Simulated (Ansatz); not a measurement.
The cluster CuSn2. The state is a doublet with charge 0. Geometry PBE-D4/def2-TZVP; atoms count from 1.

```xyz
3

Cu    1.318    0.481   -0.381
Sn   -1.226    0.813   -0.439
Sn   -0.091   -1.295    0.821
```

In the def2 sets Sn takes a core potential; there is no spin–orbit coupling. The structure comes from a short search, and lower isomers may exist.

(1) Estimate the Mulliken populations from the PBE0/def2-TZVP orbitals of Ansatz.

(2) Where does the spin sit?

(3) And the Mayer bond orders between heavy atoms (over 0.3)?

## Answers

(1) 
```
atom  charge (e)  spin (α − β)  d electrons
 Cu1       -0.06         -0.01         9.89
 Sn2        0.03          0.51            –
 Sn3        0.03          0.51            –
```
Mulliken values depend strongly on the basis.

(2) Summed by element: Cu -0.01, Sn 1.01, of 1 unpaired in all. Largest on single atoms: Sn2 0.51, Sn3 0.51, Cu1 -0.01.

(3) Cu1–Sn2 0.76 (2.57 Å); Cu1–Sn3 0.76 (2.57 Å); Sn2–Sn3 1.59 (2.71 Å).
